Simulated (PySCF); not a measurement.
HO₃V, SMILES [O]=[V](=[O])[OH], multiplicity 1.

Coordinates come from a PBE0-D3(BJ)/def2-SVP optimisation. A frequency run showed that this geometry is not a minimum. The multiplicity is an assumed one; other spin states were not compared. One conformer was computed; it need not be the lowest.

Two levels are set side by side: PBE/def2-TZVPD (PySCF) and M06-2X/def2-TZVPD (PySCF). Same geometry, gas phase. Differences are taken from unrounded values.

| quantity | M06-2X |
|---|---|
| orbital gap (eV) | 7.38 |
| highest occupied level (eV) | -10.37 |
| lowest empty level (eV) | -2.99 |
| dipole moment (D) | 3.33 |
| mean polarisability (bohr³) | 39.7 |

### Question
What does PBE give, and how far is it from M06-2X? (An estimate is asked for; the answer gives what the named calculation found.)

### Answer

```csv
quantity,PBE,PBE minus M06-2X
orbital gap (eV),2.35,-5.03
highest occupied level (eV),-6.99,3.37
lowest empty level (eV),-4.64,-1.65
dipole moment (D),3.14,-0.19
mean polarisability (bohr³),42.2,2.5
```

PBE's occupied levels lie high since its potential decays too fast outside the molecule; exact exchange lowers them and widens the gap. PBE's more diffuse valence density responds more strongly to a field. Differences between two approximate levels are no errors against the true value.

Rough cost on one machine, each run with all the roots and properties that it gave: M06-2X against PBE about 4 times.
